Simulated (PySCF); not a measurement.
Se(I)(SMe) (CH3ISSe), SMILES I[Se]SC. Atoms are numbered in the order given.

```xyz
7

Se    -0.1318    -0.6343     1.0421
I      0.7160     1.3251    -0.3896
S     -0.7046    -2.1463    -0.3878
C     -2.3570    -1.6205    -0.9118
H     -3.0427    -1.5543    -0.0570
H     -2.7126    -2.3906    -1.6132
H     -2.2996    -0.6551    -1.4342
```
Charge 0, spin multiplicity 1.

Geometry: PBE0-D3(BJ)/def2-SVP. This is a generated structure with no PubChem entry under its InChIKey; it may be hypothetical. The def2 effective core potentials stand for the cores of I; spin–orbit coupling is left out. Other conformers were not sampled.

All values below come from PBE/def2-TZVP in PySCF.

Computed frontier levels, gap, dipole moment and polarisability:
```yaml
highest_occupied_level: -5.56 eV
lowest_empty_level: -3.50 eV
orbital_gap: 2.06 eV
dipole_moment: 2.25 D
quadrupole, principal values (traceless, Buckingham form, about the centre of nuclear charge): -6.55, -0.92, 7.47 D·Å
mean_static_polarisability: 96.9 bohr³ (14.36 Å³)
polarisability_principal_values: 67.8, 83.3, 139.6 bohr³
```
